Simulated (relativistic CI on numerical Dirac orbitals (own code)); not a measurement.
# Er4+: N4,5 absorption edge

Computed with this model: Dirac-Coulomb-Breit CI, KLI orbitals optimised for each configuration, QED by a radiative potential, valence Slater integrals scaled by 0.8, multiplet model of core-to-valence dipole absorption; configurations [Xe] 4f10 → [Kr] 4d9 4f11 5s2 5p6; 300 K; Lorentzian 0.5 eV and Gaussian 0.2 eV FWHM. Energies are those of the free ion, without screening or charge transfer. The branching ratio is the share of the lower-energy edge in the whole absorption, uncertain by about 0.02 where the edges overlap. S is read from ⟨S²⟩ = S(S + 1).

Field parameters in Wybourne normalisation. The field is a parameter set, without covalency.

free ion: ground-state S = 1.93, centroid 177.57 eV. Peaks (eV, height): 166.3 (13), 167.3 (11), 169.8 (10), 173.1 (8), 174.8 (61), 176.6 (19), 177.7 (36), 178.9 (10), 179.5 (14), 182.4 (100), 183.6 (11).

D4h, B20 = -1720, B40 = 1720, B44 = -1660, B60 = -520, B64 = 1190 cm⁻¹: ground-state S = 1.93, centroid 177.59 eV. Peaks (eV, height): 166.4 (13), 167.3 (11), 169.8 (10), 173.2 (8), 174.9 (59), 176.6 (19), 177.8 (36), 179.0 (11), 179.5 (14), 182.5 (100), 183.6 (11).

Strongest unbroadened transitions for free ion:

| Energy (eV) | Relative strength |
| --- | --- |
| 166.31 | 11.9 |
| 167.29 | 9.3 |
| 169.76 | 9.4 |
| 171.18 | 2.8 |
| 172.44 | 1.2 |
| 173.12 | 4.8 |
| 174.77 | 55.5 |
| 175.33 | 21.7 |
| 176.56 | 13.6 |
| 177.22 | 4.6 |
| 177.57 | 12.5 |
| 177.80 | 24.3 |
| 178.92 | 5.2 |
| 179.49 | 10.5 |
| 182.09 | 2.0 |
| 182.45 | 100.0 |
| 183.65 | 4.6 |
| 184.01 | 3.6 |
